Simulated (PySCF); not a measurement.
Job file and geometry (Å, from PBE0-D3(BJ)/def2-SVP) of an NMR shielding run on (Cl2Al-mu-Cl)2, GIAO B3LYP/pcSseg-1 Al:pcSseg-2 NMR shielding, non-relativistic, gas phase in PySCF 2.14.0, density-fitted response routines; density fitting, a coarse starting grid and PySCF grid level 2 are the driver's defaults:

```
$ OMP_NUM_THREADS=1 python probes_run.py task.json out

{"job": {"kind": "nmr", "xc": "B3LYP", "basis": {"default": "pcSseg-1", "Al": "pcSseg-2"}, "pop": false}, "charge": 0, "multiplicity": 1}
Al     0.234120     1.570058    -0.068794
Cl     2.117408     2.285095    -0.590401
Cl    -1.391447     2.799192     0.356737
Cl     0.441737    -0.011367     1.558711
Al    -0.198042    -1.590055     0.048110
Cl    -2.084936    -2.293877     0.574366
Cl     1.415365    -2.834235    -0.380932
Cl    -0.395995    -0.010471    -1.581517
```

Task: What does the program print?

Result: 
```
coarse grid: 12992 points
cycle   1  E = -3246.4766264561  dE =  7.678e-01  |g| = 5.787e-01  |ddm| = 2.918e+00
cycle   2  E = -3246.4061809897  dE =  7.045e-02  |g| = 8.125e-01  |ddm| = 1.525e+00
cycle   3  E = -3246.5693079775  dE = -1.631e-01  |g| = 6.030e-02  |ddm| = 8.936e-01
cycle   4  E = -3246.5700443395  dE = -7.364e-04  |g| = 2.258e-02  |ddm| = 8.315e-02
cycle   5  E = -3246.5701727265  dE = -1.284e-04  |g| = 1.860e-03  |ddm| = 2.638e-02
cycle   6  E = -3246.5701731021  dE = -3.757e-07  |g| = 7.391e-04  |ddm| = 1.833e-03
final grid: 94256 points
cycle   7  E = -3246.5831382600  dE = -1.539e-05  |g| = 2.149e-03  |ddm| = 1.216e-02
cycle   8  E = -3246.5831384288  dE = -1.687e-07  |g| = 2.106e-03  |ddm| = 4.540e-03
cycle   9  E = -3246.5831393871  dE = -9.584e-07  |g| = 2.771e-04  |ddm| = 2.303e-03
cycle  10  E = -3246.5831394006  dE = -1.346e-08  |g| = 1.275e-04  |ddm| = 4.230e-04
cycle  11  E = -3246.5831394049  dE = -4.335e-09  |g| = 1.487e-05  |ddm| = 1.494e-04
cycle  12  E = -3246.5831394050  dE = -4.638e-11  |g| = 6.665e-06  |ddm| = 2.061e-05
converged SCF energy = -3246.5831394050

GIAO shielding tensors (ppm)
atom      isotropic    diamagn.    paramagn.     s11        s22        s33       span
  0 Al     447.678     794.253    -346.575    375.946    408.576    558.513    182.567
  1 Cl     907.585    1148.378    -240.794    841.521    844.910   1036.323    194.801
  2 Cl     908.011    1148.410    -240.400    841.918    845.054   1037.060    195.142
  3 Cl     799.544    1151.549    -352.006    712.214    836.071    850.346    138.132
  4 Al     447.689     794.235    -346.546    376.117    408.822    558.129    182.012
  5 Cl     907.300    1148.411    -241.111    841.156    844.633   1036.111    194.955
  6 Cl     908.144    1148.350    -240.206    842.000    845.080   1037.351    195.351
  7 Cl     799.482    1151.534    -352.052    712.194    835.925    850.327    138.132
```

Task: Turn these shieldings into chemical shifts. δ = σ(ref) − σ, references computed at the same level: ²⁷Al (σ = 571.15 ppm) vs [Al(H2O)6]3+; HCl for ³⁵Cl (σ = 930.46 ppm).

Result: Averaging equivalent atoms: Al 0/4: 123.5; Cl 3/7: 131; Cl 1/2/5/6: 23 ppm. 

Size and cost of the density-fitted run: 230 basis functions, 110 s wall time (94 s CPU) on 1 thread of an AMD EPYC, shared host; peak memory 1.3 GiB.
